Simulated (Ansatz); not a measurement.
Ligand exchange: GeH3(CH3) + C2H7NO → GeH3(NH2) + C3H8O

Species: GeH3(CH3) (methyl germane), singlet; C2H7NO (ethanolamine) `NCCO`, singlet; GeH3(NH2), singlet; C3H8O (1-propanol) `CCCO`, singlet. The partners trade CH3 for NH2: Ge–CH3 and C–NH2 bonds give way to Ge–NH2 and C–CH3.

Shapes, held fixed at every level: PBE0-D4/def2-TZVP. Flexible molecules stand in one conformer, not always the lowest. Programs: Ansatz 0.2.0. The zero-point and thermal change to 298 K, harmonic and unscaled (PBE0-D4/def2-TZVP), is -0.4 kJ/mol.

```
                level                   kind  ΔH(298 K) (kJ/mol)  less CCSD(T)/def2-TZVPP
          HF/def2-SVP           Hartree–Fock               -34.2                     +3.0
 r2SCAN-D4/def2-TZVPP               meta-GGA               -36.3                     +0.9
  BHLYP-D4/def2-TZVPP          global hybrid               -37.7                     -0.5
r2SCAN0-D4/def2-TZVPP          global hybrid               -36.3                     +0.9
         MP2/def2-SVP    perturbation theory               -38.5                     -1.3
        CCSD/def2-SVP  coupled cluster or CI               -35.7                     +1.5
   CCSD(T)/def2-TZVPP  coupled cluster or CI               -37.2                      0.0
```

The highest level, CCSD(T)/def2-TZVPP, gives ΔH(298 K) = -37.2 kJ/mol; the levels span -38.5 to -34.2. The column of differences is taken from that level and isn't an error. No measured value is set beside it here. Relativity is left out for Ge. Outer-core shells of Ge are correlated in most correlated rows, in sets that cover them unevenly.
